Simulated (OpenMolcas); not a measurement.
Ag3+ among 6 point charges of -1.7 e arranged as a tetragonal octahedron (D4h). The axial distance is 1.15 times the equatorial one, R.

| Item | Value |
| --- | --- |
| Program | OpenMolcas |
| Method | SS-CASPT2, IPEA 0.25 Eh, imaginary shift 0.1 Eh (closed shells correlated: 4s 4p) |
| Basis | ANO-RCC-VDZP [6s5p3d1f] |
| Scalar Hamiltonian | DKH2, point nucleus |
| Active space | 8 electrons in 5 orbitals (4d) |
| State averaging | 2S+1 = 3 even, 10 roots; 2S+1 = 1 even, 15 roots |
| Spin-orbit coupling | RASSI with atomic mean-field integrals over the reference wave functions |

All point charges move together. At R = 1.84 Å the first state of the same spin is 5970 cm-1, and at R = 2.11 Å it is 3120 cm-1.

Problem. A third run gives 4080 cm-1. What distance was it run at?

Solution. With a power law R^-n the two known points give n = -ln(3120 / 5970) / ln(2.11 / 1.84) = 4.74. Then R = 1.84 × (5970 / 4080)^(1/4.74) = 1.994 Å. The run was at 1.98 Å, so the estimate is off by +0.014 Å.

Real 4d8 and 5d8 ions are as a rule square planar and diamagnetic. This shell can be high or low spin here, a state of another spin lies low, and with metal d orbitals alone active their balance is uncertain, so the ground spin may be wrong. Point charges give a weaker field than real ligands, and real ions of this kind are as a rule low spin; the high spin found here belongs to the model. Free-ion shares, where given, are those of the reference states; single-state CASPT2 does not remix them. This is an electrostatic model: the charges have no orbitals. No measured value stands beside these numbers.
